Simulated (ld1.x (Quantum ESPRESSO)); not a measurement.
**Logarithmic derivatives: chlorine, TM**

```json
{
 "Element": "chlorine (Cl)",
 "Generator": "ld1.x (Quantum ESPRESSO) 7.5",
 "Type": "norm-conserving Troullier–Martins (Kleinman–Bylander form)",
 "Functional": "LDA (PZ)",
 "Relativity": "non-relativistic",
 "Frozen core": "[Ne]",
 "Valence charge": "7",
 "Reference configuration": "3s1 3p6",
 "Partial waves": "3s (bound): rc 1.20 bohr; 3p (bound): rc 1.10 bohr",
 "Local potential": "the p channel",
 "Core correction": "none"
}
```

The phase is arctan(r·u′/u) with u = r·R(r), unwrapped; energies in Ry, scanned from -4 to 5 Ry. A pole is an energy at which the radial function vanishes at the test radius. The pseudo phase is shifted by a multiple of π to meet the all-electron one at the reference energy, and phase errors are pseudo minus all-electron; the curves can meet again beyond the range given. Levels narrower than the energy grid can be missing from the lists of poles.

| channel | radius (bohr) | reference energy (Ry) | poles, all-electron | poles, pseudo | unbroken range about the reference energy with phases within 0.05 rad | phase error 1 Ry above the reference energy (rad) |
| --- | --- | --- | --- | --- | --- | --- |
| s | 1.30 | -1.56 | none | none | the whole range | -0.005 |
| p | 1.30 | -0.68 | none | none | the whole range | -0.007 |

Phases in the s channel:

```json
{"E (Ry)": "-4.00", "all-electron": "0.885", "pseudo": "0.878"}
{"E (Ry)": "-3.76", "all-electron": "0.841", "pseudo": "0.834"}
{"E (Ry)": "-3.52", "all-electron": "0.790", "pseudo": "0.783"}
{"E (Ry)": "-3.28", "all-electron": "0.731", "pseudo": "0.725"}
{"E (Ry)": "-3.04", "all-electron": "0.663", "pseudo": "0.657"}
{"E (Ry)": "-2.80", "all-electron": "0.584", "pseudo": "0.580"}
{"E (Ry)": "-2.56", "all-electron": "0.493", "pseudo": "0.489"}
{"E (Ry)": "-2.32", "all-electron": "0.388", "pseudo": "0.386"}
{"E (Ry)": "-2.08", "all-electron": "0.269", "pseudo": "0.268"}
{"E (Ry)": "-1.84", "all-electron": "0.136", "pseudo": "0.136"}
{"E (Ry)": "-1.60", "all-electron": "-0.007", "pseudo": "-0.007"}
{"E (Ry)": "-1.36", "all-electron": "-0.155", "pseudo": "-0.155"}
{"E (Ry)": "-1.12", "all-electron": "-0.303", "pseudo": "-0.304"}
{"E (Ry)": "-0.88", "all-electron": "-0.445", "pseudo": "-0.447"}
{"E (Ry)": "-0.64", "all-electron": "-0.575", "pseudo": "-0.579"}
{"E (Ry)": "-0.40", "all-electron": "-0.691", "pseudo": "-0.698"}
{"E (Ry)": "-0.16", "all-electron": "-0.794", "pseudo": "-0.802"}
{"E (Ry)": "0.08", "all-electron": "-0.882", "pseudo": "-0.892"}
{"E (Ry)": "0.32", "all-electron": "-0.959", "pseudo": "-0.971"}
{"E (Ry)": "0.56", "all-electron": "-1.026", "pseudo": "-1.039"}
{"E (Ry)": "0.80", "all-electron": "-1.083", "pseudo": "-1.098"}
{"E (Ry)": "1.04", "all-electron": "-1.133", "pseudo": "-1.149"}
{"E (Ry)": "1.28", "all-electron": "-1.177", "pseudo": "-1.194"}
{"E (Ry)": "1.52", "all-electron": "-1.216", "pseudo": "-1.234"}
{"E (Ry)": "1.76", "all-electron": "-1.250", "pseudo": "-1.270"}
{"E (Ry)": "2.00", "all-electron": "-1.280", "pseudo": "-1.301"}
{"E (Ry)": "2.24", "all-electron": "-1.307", "pseudo": "-1.330"}
{"E (Ry)": "2.48", "all-electron": "-1.332", "pseudo": "-1.355"}
{"E (Ry)": "2.72", "all-electron": "-1.354", "pseudo": "-1.379"}
{"E (Ry)": "2.96", "all-electron": "-1.374", "pseudo": "-1.400"}
{"E (Ry)": "3.20", "all-electron": "-1.393", "pseudo": "-1.420"}
{"E (Ry)": "3.44", "all-electron": "-1.410", "pseudo": "-1.438"}
{"E (Ry)": "3.68", "all-electron": "-1.425", "pseudo": "-1.456"}
{"E (Ry)": "3.92", "all-electron": "-1.440", "pseudo": "-1.472"}
{"E (Ry)": "4.16", "all-electron": "-1.453", "pseudo": "-1.487"}
{"E (Ry)": "4.40", "all-electron": "-1.466", "pseudo": "-1.501"}
{"E (Ry)": "4.64", "all-electron": "-1.478", "pseudo": "-1.515"}
{"E (Ry)": "4.88", "all-electron": "-1.489", "pseudo": "-1.528"}
```
